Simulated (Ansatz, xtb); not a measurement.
## FGeH3S3: which of two conformers lies lower

We compare a, `[F][Ge]([SH])([SH])[SH]`, a singlet, with b, `[F][Ge]([SH])([SH])[SH]`, a singlet. Both are isolated molecules in the gas phase, relaxed with PBE0-D4/def2-SVP.

a (Å):

```yaml
atoms:
  - { symbol: F, position_ang: [-1.2784, -0.5645, 1.4647] }
  - { symbol: Ge, position_ang: [-0.3262, -0.0849, 0.0908] }
  - { symbol: S, position_ang: [1.7856, -0.0500, 0.7313] }
  - { symbol: S, position_ang: [-1.1904, 1.8631, -0.4700] }
  - { symbol: S, position_ang: [-0.5274, -1.5349, -1.5501] }
  - { symbol: H, position_ang: [1.5008, 0.6006, 1.8824] }
  - { symbol: H, position_ang: [-0.1370, 2.1601, -1.2638] }
  - { symbol: H, position_ang: [0.2651, -2.4468, -0.9412] }
```

b (Å):

```xyz
8

F    -1.6045    1.1377    2.1536
Ge   -1.3999    1.6684    0.5039
S     0.0375    3.3310    0.4778
S    -3.2790    2.4724   -0.3086
S    -0.7433   -0.1849   -0.5125
H     0.9367    2.6559    1.2291
H    -3.6250    1.2739   -0.8282
H    -0.9996   -0.9108    0.5994
```

Task: Which of the two would you expect CCSD(T)/def2-SVP + ΔMP2/def2-TZVPP electronic energies to favour?

Result: CCSD(T)/def2-SVP + ΔMP2/def2-TZVPP gives E(b) − E(a) = +2.15 kJ/mol, slightly favouring structure a, which is too small a margin to settle the true order.

How the difference moves with the method:

| level | geometry | E(b) − E(a) (kJ/mol) | departure from the last row (kJ/mol) | job, with rough time for the two |
| --- | --- | --- | --- | --- |
| PBE0-D4/def2-SVP | PBE0-D4/def2-SVP | −0.65 | −2.80 | optimisation, 2.3 min |
| HF/def2-SVP | PBE0-D4/def2-SVP | +0.79 | −1.36 | part of the CCSD(T) run |
| MP2/def2-SVP | PBE0-D4/def2-SVP | −0.23 | −2.39 | part of the CCSD(T) run |
| CCSD(T)/def2-SVP | PBE0-D4/def2-SVP | −0.19 | −2.34 | single point |
| CCSD(T)/def2-SVP + ΔMP2/def2-TZVPP | PBE0-D4/def2-SVP | +2.15 |  | single point, 38 s |

The largest departure from CCSD(T)/def2-SVP + ΔMP2/def2-TZVPP is that of PBE0-D4/def2-SVP, 2.80 kJ/mol. Levels run at GFN2-xTB geometries aren't shown. The last row adds to CCSD(T) the change of the MP2 difference between the two basis sets, here +2.34 kJ/mol.

With thermal terms from frequencies at re-optimised GFN2-xTB minima (ideal gas, soft modes damped towards free rotors, one conformer each, 298.15 K, 1 atm): the zero-point term adds −0.19 kJ/mol; ΔH is +2.17 and ΔG +1.73 kJ/mol.

The correlated steps freeze 25 core orbitals; the filled d shell of Ge is correlated, in a basis made for valence electrons. Run with Ansatz 0.2.0, xtb 6.7.1; the last row on 2 threads of Intel(R) Xeon(R) Platinum 8375C CPU @ 2.90GHz (Ice Lake) on a shared host.
